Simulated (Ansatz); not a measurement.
```xyz
11

F    -0.294    0.171   -2.248
Ge    0.113    0.442   -0.573
F     0.854    2.022   -0.594
Si    1.843   -1.122   -0.023
Si   -1.959    0.669    0.610
H     2.296   -0.851    1.365
H     1.279   -2.493   -0.105
H     2.963   -0.959   -0.981
H    -1.657    1.016    2.022
H    -2.765    1.737   -0.031
H    -2.674   -0.631    0.557
```

Total charge 0; spin multiplicity 1.

**Question.** List the PBE0/def2-TZVPP orbital energies in eV (the Gaussian-basis code of Ansatz). (An estimate is asked.)

**Answer.** Ansatz gave: Occupied: -10861.24, -1803.13, -1803.13, -1359.39, -1209.22, -1209.21, -1209.19, -673.18, -673.18, -172.20, -145.50, -145.50, -122.04, -122.00, -121.93, -100.17, -100.17, -100.14, -100.14, -100.14, -100.14, -35.34, -35.03, -34.79, -34.77, -34.75, -32.09, -31.46, -16.72, -15.64, -14.60, -12.76, -12.03, -12.02, -11.35, -11.07, -10.60, -10.44, -10.38, -10.38, -10.03, -8.02. Lowest empty: -0.98, -0.84, -0.38, 0.74, 0.81, 0.96, 1.12, 1.74.
